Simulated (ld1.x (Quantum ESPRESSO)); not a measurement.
## Reading a pseudo-wave (lithium)

Columns: radius, all-electron u(r) and pseudo u(r) of the 1s shell (level -55.76 eV) of lithium in the configuration 1s2 2s0.5 2p0; PBE, scalar-relativistic, PAW scheme, ld1.x (Quantum ESPRESSO) 7.5.

```csv
r (bohr),all-electron,pseudo
0.242,1.1043,0.4951
0.485,1.1285,0.7862
0.728,0.8943,0.8025
0.970,0.6467,0.6394
1.212,0.4471,0.4471
1.455,0.3004,0.3004
1.698,0.1982,0.1982
1.940,0.1290,0.1290
2.182,0.0835,0.0835
2.425,0.0537,0.0537
2.668,0.0344,0.0344
2.910,0.0220,0.0220
3.152,0.0140,0.0140
3.395,0.0089,0.0089
3.637,0.0056,0.0056
3.880,0.0035,0.0035
4.122,0.0022,0.0022
4.365,0.0014,0.0014
4.608,0.0009,0.0009
4.850,0.0005,0.0005
5.092,0.0003,0.0003
5.335,0.0002,0.0002
5.578,0.0001,0.0001
5.820,0.0001,0.0001
6.062,0.0001,0.0001
6.305,0.0000,0.0000
```

How many radial nodes do the two functions have?

The all-electron 1s function has n − l − 1 = 0; the pseudo-wave has 0.

At about which radius was the pseudo-wave matched?

1.25 bohr, where the columns begin to agree (steps of 0.24 bohr).

Is the pseudo-wave norm-conserving?

No, it belongs to a PAW set: the norm inside the radius is not constrained, and the difference is carried by the augmentation charge.
